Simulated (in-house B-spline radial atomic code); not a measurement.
Computed with a B-spline radial atomic code. Model: two electrons, singlet ground state, non-relativistic, full CI in B-splines with partial waves to l = 8 (at full coupling up to 3e-4 hartree above the limit, correlation up to 0.6 % small), density held at that of full coupling by Lieb maximisation.

Along the adiabatic connection the electron repulsion is scaled by a coupling λ while a local potential keeps the density fixed. At λ = 0 the system is the Kohn-Sham one and W equals the exchange energy; the exchange-correlation energy is the area under W between 0 and 1. The kinetic energy rises with λ as the electrons avoid each other, with dT/dλ = −λ dW/dλ.

Command:
```bash
python run_ac.py task.json out
```
Settings (lengths in bohr, energies in hartree):
```
potential              dot
strength               0.467
lmax                   8
second                 0.7
```

Time taken, with all properties: 9.4 s on 1 thread of Intel(R) Xeon(R) Processor @ 2.30GHz, on a shared host.

**W = mean repulsion less Hartree energy, and W of three functionals.**

Given: confinement charge in harmonic well; well frequency 0.467 hartree; nuclear charge 0.7; external potential omega^2 r^2/2 - Z/r.

Computed: PBE exchange minus exact 23.915 millihartree; SCAN exchange minus exact 3.4048 millihartree.

| coupling | W xc (hartree) | W xc minus exchange (millihartree) | kinetic minus Kohn-Sham (millihartree) | LDA (PW92) W minus its exchange (millihartree) | PBE W minus its exchange (millihartree) | SCAN W minus its exchange (millihartree) |
| --- | --- | --- | --- | --- | --- | --- |
| 0 | -0.62219 | 0 | 0 | 0 | 0 | 0 |
| 0.02 | -0.62404 | -1.851 | 0.02 | -10.79 | -2.46 | -1.86 |
| 0.05 | -0.62676 | -4.577 | 0.11 | -21.64 | -6.11 | -4.57 |
| 0.12 | -0.63289 | -10.708 | 0.63 | -40.42 | -14.3 | -10.56 |
| 0.25 | ? | ? | ? | ? | ? | ? |
| 0.4 | -0.65456 | -32.377 | 6.17 | -87.69 | -42.27 | -31.43 |
| 0.6 | -0.66769 | -45.507 | 12.7 | -110.73 | -58.62 | -44.06 |
| 0.8 | -0.67924 | -57.055 | 20.76 | -129.33 | -72.76 | -55.26 |
| 1 | ? | ? | ? | ? | ? | ? |
| 1.4 | -0.70675 | -84.569 | 50.57 | -170.22 | -106.08 | -82.45 |
| 2 | -0.72687 | -104.69 | 84.48 | -198.62 | -130.58 | -102.96 |
| 3 | -0.75062 | -128.43 | 143.04 | -231.82 | -160.2 | -127.89 |
| 4.5 | -0.77362 | -151.44 | 227.97 | -264.66 | -190.27 | -152.64 |
| 7 | -0.79633 | -174.15 | 355.84 | -298.71 | -222.02 | -176.99 |
| 10 | -0.81232 | -190.14 | 489.77 | -324.22 | -246.09 | -193.39 |

(1) What belongs in the row 0.25?

(2) What belongs in the row 1?

(3) What is the LDA exchange minus exact?

**Energy parts, natural occupations and partial-wave weights.**

Computed: total energy 0.7594 hartree; exchange energy -0.62219 hartree; initial slope twice GL2 -0.093254 hartree; kinetic part over minus potential part 0.44511; Hartree energy 1.2444 hartree; Kohn-Sham kinetic 0.91295 hartree; Lieb Oxford ratio E_xc over LDA exchange 1.2429.

```csv
natural,occupation of the shell (electrons)
s,1.9667
p,0.027212
s,0.0046406
d,0.00082662
p,?
f,9.6882e-05
```

(4) What belongs in the row p?

```tsv
wave	weight
s	0.98572
p	?
d	0.00043927
f	5.4573e-05
g	1.2122e-05
```

(5) What belongs in the row p?

(6) What is the correlation energy?

(7) What is the kinetic part of the DFT correlation energy?

Answers

(1) W xc (hartree): -0.64349; W xc minus exchange (millihartree): -21.3; kinetic minus Kohn-Sham (millihartree): 2.58; LDA (PW92) W minus its exchange (millihartree): -65.68; PBE W minus its exchange (millihartree): -28.16; SCAN W minus its exchange (millihartree): -20.79.

(2) W xc (hartree): -0.68947; W xc minus exchange (millihartree): -67.282; kinetic minus Kohn-Sham (millihartree): 29.95; LDA (PW92) W minus its exchange (millihartree): -144.96; PBE W minus its exchange (millihartree): -85.18; SCAN W minus its exchange (millihartree): -65.27.

(3) 91.535 millihartree.

(4) occupation of the shell (electrons): 0.0003069.

(5) weight: 0.013769.

(6) -0.037334 hartree.

(7) 0.029948 hartree.

Half-way to full coupling W has made 58 % of its drop, against 50 % for a straight line, and second-order (GL2) theory, half the initial slope, overshoots the correlation energy by about 25 %: a moderate bend, as in light atoms. Over couplings 0 to 1 the errors in E_xc come to about +36 millihartree for LDA, +13 millihartree for PBE, +4.5 millihartree for SCAN, so SCAN is nearest. In LDA and PBE the errors of exchange and correlation have opposite signs, so the sum is smaller than the larger of the two.
